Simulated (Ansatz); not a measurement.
`O=C([SiH3])S[SiH3]` → `O=C([SiH3])S` + `[SiH2]`  (silylene loss)

Calculated with Ansatz (gas phase, PBE0-D4/def2-TZVP geometries, no zero-point term in ΔE). CCSD(T)/CBS is the MP2 limit (def2-TZVPP, def2-QZVPP) plus CCSD(T) − MP2 in def2-TZVPP, frozen cores. This one scheme is used for every species. Functionals use def2-TZVPP. B3LYP here is the variant with VWN-RPA as its local correlation; programs differ in this. One conformer a species, not always the lowest.

`O=C([SiH3])S[SiH3]`:

Cartesian coordinates in Å:
```
O -0.677 0.924 -0.782
C -0.299 -0.172 -0.451
Si -0.764 -1.781 -1.402
S 0.748 -0.421 0.978
Si 0.861 1.667 1.518
H -1.470 -2.687 -0.463
H 0.490 -2.423 -1.868
H -1.631 -1.404 -2.541
H 1.503 2.447 0.436
H 1.722 1.661 2.726
H -0.483 2.190 1.848
```

`O=C([SiH3])S`:

```xyz
8

O    -0.775   -1.309    1.002
C    -0.360   -0.641    0.094
Si    0.552    1.028    0.407
S    -0.534   -1.100   -1.622
H     0.953    1.638   -0.885
H    -0.390    1.910    1.137
H     1.740    0.726    1.240
H    -1.186   -2.252   -1.374
```

`[SiH2]`:

Z-matrix (Å, degrees):
```
Si
H 1 1.525
H 1 1.525 2 91.2
```

| level | ΔE (kcal/mol) |
| --- | --- |
| B3LYP-D4 | 69.4 |
| ωB97M-V | 69.7 |
| B3LYP | 65.6 |
| HF/def2-TZVPP | 65.4 |
| SCS-MP2/def2-TZVPP | 71.4 |
| CCSD/def2-TZVPP | 67.7 |
| HF/CBS(def2) | 65.6 |
| MP2/CBS(def2) | 77.0 |

(1) What does CCSD(T)/CBS give? (Best estimate.)

Largest T1 diagnostic among the species: 0.017.

Results:

(1) Ansatz gave: +71.2 kcal/mol. The listed levels differ from it by -1.8, -1.5, -5.6, -5.8, 0.2, -3.5, -5.6, 5.8 kcal/mol.

The D4 term adds +3.8 kcal/mol with B3LYP and +2.0 kcal/mol with PBE0; it sums over pairs of atoms, weighted by their polarisabilities, and B3LYP, whose exchange is more repulsive, gets the larger term. In def2-TZVPP, CCSD(T) changes the Hartree–Fock value by +3.7 kcal/mol (the triples alone add +1.5 kcal/mol) and MP2 by +9.5 kcal/mol. From PBE to PBE0 (25 % exact exchange), in def2-TZVPP and without D4, ΔE moves by +2.5 kcal/mol.
